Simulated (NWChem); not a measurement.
System: C3HClF2; SMILES C(=C=C(Cl)F)F

```xyz
7

F      0.3090    -2.8803    -0.4432
C      0.0756    -1.9515     0.4999
C     -0.1689    -0.6845     0.2339
C     -0.3947     0.5961     0.0333
F     -1.6093     1.1254    -0.1369
Cl     0.8498     1.8041    -0.0442
H      0.1119    -2.3795     1.5190
```
Atoms are numbered in this order, from 1.

Results from NWChem. All runs use the structure optimised with PBE-D3(BJ)/def2-SVP. Level: M06-2X/def2-SVP with SMD (1 M gas to 1 M solution), gas-phase geometry.

Problem. Among these, which solvent gives the highest value of “cavity-dispersion-structure term (kcal/mol)”?
A) water
B) 1-octanol
C) 1-propanol
D) diethyl ether

Solution. A, water. Values: diethyl ether -0.3; 1-propanol 0.9; 1-octanol 1.1; water 4.5
